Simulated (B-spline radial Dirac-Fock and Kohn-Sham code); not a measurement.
# Subshell cross sections of Te³⁺, photon energy 817 eV

System: Te³⁺, configuration [Kr] 4d10 5s2 5p1.

The computed values come from a radial finite-basis atomic code: the independent-particle Dirac-Slater model, thresholds from Dirac-Fock. The asymmetry parameter β is from the dipole term alone. Kinetic energies are from the vacuum level. Open shells are spread statistically over j, without multiplet splitting.

The last column is dσ/dΩ = σ/(4π) · [1 − (β/2) P₂(cos θ)] at θ = 90° from the beam of unpolarised light.

```tsv
subshell	electrons	binding (eV)	kinetic (eV)	σ (kb)	β	dσ/dΩ (kb/sr)
3d3/2	4	625.2	191.8	762	0.66	70.7
3d5/2	6	614.8	202.2	?	?	?
4s	2	220.1	596.9	34.4	1.98	4.10
4p1/2	2	171.1	645.9	37.9	1.62	4.24
4p3/2	4	161.4	655.6	80.3	1.61	8.97
4d3/2	4	81.92	735.1	82.4	1.30	8.68
4d5/2	6	80.46	736.5	121	1.31	12.7
5s	2	46.12	770.9	5.64	1.99	0.671
5p1/2	0.33	36.81	780.2	0.849	1.68	0.0960
5p3/2	0.67	35.66	781.3	1.76	1.67	0.199
```

Question: What are σ and β for 3d5/2?

Answer: σ = 1120 kb, the largest of all subshells and 50 % of the total, and β = 0.72, which gives dσ/dΩ = 105 kb/sr.

Run: 12 s of CPU time on 1 thread of Neoverse-N1 (shared host), peak memory 0.40 GiB.
